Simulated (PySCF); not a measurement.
## Löwdin shares of the frontier orbitals

Compound: C6H8O.
Z-matrix (Å and degrees, GFN2-xTB geometry), rows numbered from 1:
```
O 
C   1  1.3656
C   2  1.5688  1  133.34
C   3  1.5366  2   88.40  1   126.19
C   2  1.4966  1  131.25  3   133.71
C   2  1.5048  1  133.66  3  -138.84
C   6  1.5171  2   91.80  5  -108.45
H   1  0.9651  2  109.98  3    75.94
H   3  1.0843  2  126.61  1    -2.08
H   4  1.0874  3  112.69  2   -91.44
H   4  1.0902  3  116.63  2   139.83
H   5  1.0759  2  128.44  6  -108.46
H   6  1.0769  2  129.10  5   107.71
H   7  1.0891  3  113.04  2    91.96
H   7  1.0904  3  116.52  2  -139.72
```

Theory: PySCF, TDDFT PBE0/def2-SVPD, vertical, gas phase, core orbitals frozen in the response.

Frontier orbitals with the atoms that hold most of them (Löwdin shares over 4%, at most four atoms; ? is withheld):

```csv
orbital,ε (eV),atoms
HOMO-3,-8.93,"C7 22%, C4 21%, C3 21%, C6 10%"
HOMO-2,-8.76,"O1 18%, C3 11%, C4 11%, C7 11%"
HOMO-1,-7.39,?
HOMO,-6.80,"C2 24%, C6 21%, O1 16%, C5 11%"
LUMO,0.51,?
LUMO+1,1.08,"C4 12%, C7 12%, H15 10%, H11 10%"
LUMO+2,1.55,"C4 12%, C7 12%, H10 12%, H14 10%"
```

(1) Give the leading atoms of the HOMO-1.

(2) Give the leading atoms of the LUMO.

(3) The HOMO–LUMO gap is 7.31 eV. Where does the response calculation put the lowest singlet, and from which orbitals?

(4) One configuration dominates each of S1, S2, S3 and S6. Which, and how do the shares of the two leading atoms of either orbital change from the occupied to the empty one?

Answers

(1) C5 (bonded to 3 C and H) 22%; O1 (bonded to C and H) 19%; C2 (bonded to 3 C and O) 15%; C3 (bonded to 3 C and H) 14%. By element: carbon 50% or more, oxygen 19%.

(2) O1 (bonded to C and H) 36%; H8 (bonded to O) 23%; C2 (bonded to 3 C and O) 10%; H14 (bonded to C) 6%. By element: oxygen 36%, hydrogen 30% or more, carbon 10% or more.

(3) S1 is at 6.05 eV (f = 0.0027), 1.25 eV below the gap, made of HOMO→LUMO (98%). Without the coupling terms of the response equations the lowest excitation would equal the gap.

(4) 
- S1 (6.05 eV, f 0.0027), HOMO→LUMO (98%): C2 24% → 10%, C6 21% → at most 7%, O1 16% → 36%, H8 at most 11% → 23%
- S2 (6.66 eV, f 0.0079), HOMO-1→LUMO (95%): C5 22% → at most 7%, O1 19% → 36%, H8 at most 14% → 23%
- S3 (6.77 eV, f 0.0041), HOMO→LUMO+1 (97%): C2 24% → at most 11%, C6 21% → at most 11%, C4 at most 11% → 12%, C7 at most 11% → 12%
- S6 (7.38 eV, f 0.0060), HOMO-1→LUMO+1 (93%): C5 22% → at most 11%, O1 19% → at most 11%, C4 at most 14% → 12%, C7 at most 14% → 12%

On one thread of an Arm Neoverse N1, on a shared host, this took 52 s of wall time and 0.83 GiB of memory at its peak.

One conformer stands for the species.
